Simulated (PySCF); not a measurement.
## An isoelectronic series: GeO₂, AsO₂⁺, SeO₂²⁺

Level: PBE0 in the def2-TZVP basis family, all electrons, no relativity, computed in PySCF with density fitting; open shells unrestricted.

Each entry is the lowest minimum that a search over a few typed start shapes (and spin states, where more than one is plausible) found, or that minimum re-optimised at the stated level; isomers with ligand–ligand bonds, or fragments after loss of a ligand pair, can lie lower.

| molecule | 2S+1 | point group | mean bond to the central atom (Å) | polar-tensor charge of the central atom | lowest ω (cm⁻¹) | distinct angles (°) | gap (eV) |
| --- | --- | --- | --- | --- | --- | --- | --- |
| GeO₂ | 1 | D∞h | 1.613 | 1.11 | 216 | 180 | 6.36 |
| AsO₂⁺ | 1 | D∞h | 1.570 | 1.34 | 187 | 180 | 6.18 |
| SeO₂²⁺ | 1 | D∞h | 1.557 | 1.46 | 138 | 180 | 5.45 |

The bond shortens at every step; the largest change, -0.043 Å, falls between GeO₂ and AsO₂⁺ among the members listed.

Left out of the table are members whose search was unfinished or whose lowest solution was spin-contaminated, unstable, very soft or bonded differently.
